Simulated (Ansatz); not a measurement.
`B[S][GeH3]` + `[SH][GaH][Cl]` → `B[S][GaH][Cl]` + `[SH][GeH3]` at 298.15 K and 1 bar (ligand exchange at a B–S bond).

Calculated with Ansatz (gas phase, PBE0-D4/def2-TZVP geometries, no zero-point term in ΔE). CCSD(T)/CBS is the MP2 limit (def2-TZVPP, def2-QZVPP) plus CCSD(T) − MP2 in def2-TZVPP, frozen cores. For Ga, Ge outer-core shells are correlated without core-valence functions, which leaves a few kJ/mol of doubt a bond. Scalar relativity is left out up to krypton. One conformer a species, not always the lowest.

```json
{"species": "`B[S][GeH3]`", "CCSD(T)/CBS energy (Eh)": "-2501.70931", "H − E (kJ/mol)": "138.7", "S (J/(mol·K))": "324.8"}
{"species": "`[SH][GaH][Cl]`", "CCSD(T)/CBS energy (Eh)": "-2782.78263", "H − E (kJ/mol)": "62.2", "S (J/(mol·K))": "314.5"}
{"species": "`B[S][GaH][Cl]`", "CCSD(T)/CBS energy (Eh)": "-2808.18728", "H − E (kJ/mol)": "101.5", "S (J/(mol·K))": "350.0"}
{"species": "`[SH][GeH3]`", "CCSD(T)/CBS energy (Eh)": "-2476.30083", "H − E (kJ/mol)": "99.2", "S (J/(mol·K))": "286.9"}
```

H − E and S are ideal-gas, rigid-rotor, harmonic terms from PBE0-D4/def2-TZVP, for one conformer and one mirror image of each species. 1 Eh = 2625.50 kJ/mol, R = 8.31446 J/(mol·K).

Q: By hand: ΔE, ΔH, ΔS and ΔG.

A: ΔE = (-2808.18728) + (-2476.30083) − (-2501.70931) − (-2782.78263) = 0.00383 Eh = 10.1 kJ/mol. Δ(H − E) = 101.5 + 99.2 − 138.7 − 62.2 = -0.2, so ΔH = 9.9 kJ/mol. ΔS = 350.0 + 286.9 − 324.8 − 314.5 = -2.4 J/(mol·K). ΔG = 9.9 − 298.15 × (-2.4)/1000 = 10.6 kJ/mol.

Q: By hand: the equilibrium constant, and the temperature at which ΔG would vanish if ΔH and ΔS stayed fixed.

A: log₁₀ K = −ΔG/(RT ln 10) = -1.9. ΔH and −TΔS have one sign here, so there is no such temperature. One of them is within its doubt of zero, so this could turn.

The number of gas molecules stays the same, so ΔS is small and ΔH decides. A doubt of 5 kJ/mol in ΔE shifts log₁₀ K by 0.9 here. Other conformers and mirror images would add mixing entropy, several J/(mol·K) or more a flexible species. Modes under 60 cm⁻¹, often nearly free rotors, make the harmonic entropy too high. These are equilibria of isolated gas molecules and say nothing of rates. Largest T1 diagnostic: 0.014 (customary marks: 0.02 for closed shells, 0.045 for open ones).
